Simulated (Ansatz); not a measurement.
Species: NaF, charge 0, multiplicity 1. 
Geometry from a B3LYP-D3(BJ)/def2-TZVP (Ansatz, an electronic-structure program) optimisation:
SMILES: [F][Na]
```xyz
2

Na     0.0000     0.0000    -0.8672
F      0.0000     0.0000     1.0599
```

Basis-set convergence of Hartree-Fock and CCSD(T) correlation energies (hartree) with Ansatz. Cores are frozen in the correlated levels unless marked. No spin-orbit coupling. No relativistic terms.

```
basis        functions       E(HF)  E(corr, CCSD(T))
-----------  ---------  ----------  ----------------
def2-SVPD           41  -261.19707          -0.22392
def2-TZVPPD         75  -261.37138          -0.28531
def2-QZVPPD        124  -261.38134          -0.30948
```

Extrapolating the two largest sets (X = 3 and 4) as X^-3: E(corr) = (64·(-0.30948) - 27·(-0.28531))/37 = -0.3271 Eh, an estimate of the basis-set limit. The largest set recovers 94.6 % of it, the smallest 68.5 %.
